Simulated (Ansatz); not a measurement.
`[NH2][Al]([SiH3])[SiH2]O` + `S[SiH2]Cl` → `O[SiH2][SiH](S)Cl` + `[NH2][AlH][SiH3]`  (formal exchange of groups at the Si–Al bond)

Computed with Ansatz on PBE0-D4/def2-TZVP structures; ΔE is electronic, products minus reactants. CBS: MP2 limit from def2 TZ/QZ plus the TZ coupled-cluster correction, frozen cores. Functionals use def2-TZVPP. B3LYP here is the variant with VWN-RPA as its local correlation; programs differ in this. One conformer a species, not always the lowest.

Problem. Is it downhill or uphill in electronic energy at CCSD(T)/CBS, and by how much? (An estimate is asked.)

Solution. Computed: Downhill: ΔE = -0.06 eV.

Problem. What do these levels give: r2SCAN-D4, PBE0-D4, B3LYP-D4, ωB97X-V, PBE0, B3LYP, SCS-MP2/def2-TZVPP, CCSD(T)/def2-TZVPP, HF/def2-QZVPP, MP2/def2-QZVPP, MP2/CBS(def2), CCSD/CBS(def2)? (Estimate.)

Solution. The calculation gave: r2SCAN-D4 -0.07, PBE0-D4 -0.07, B3LYP-D4 -0.09, ωB97X-V -0.07, PBE0 -0.03, B3LYP -0.02, SCS-MP2/def2-TZVPP -0.05, CCSD(T)/def2-TZVPP -0.03, HF/def2-QZVPP -0.01, MP2/def2-QZVPP -0.08, MP2/CBS(def2) -0.09, CCSD/CBS(def2) -0.05 eV.

Largest T1 diagnostic among the species: 0.013.

The D4 term adds −0.07 eV with B3LYP and −0.04 eV with PBE0; it sums over pairs of atoms, weighted by their polarisabilities, and B3LYP, whose exchange is more repulsive, gets the larger term.
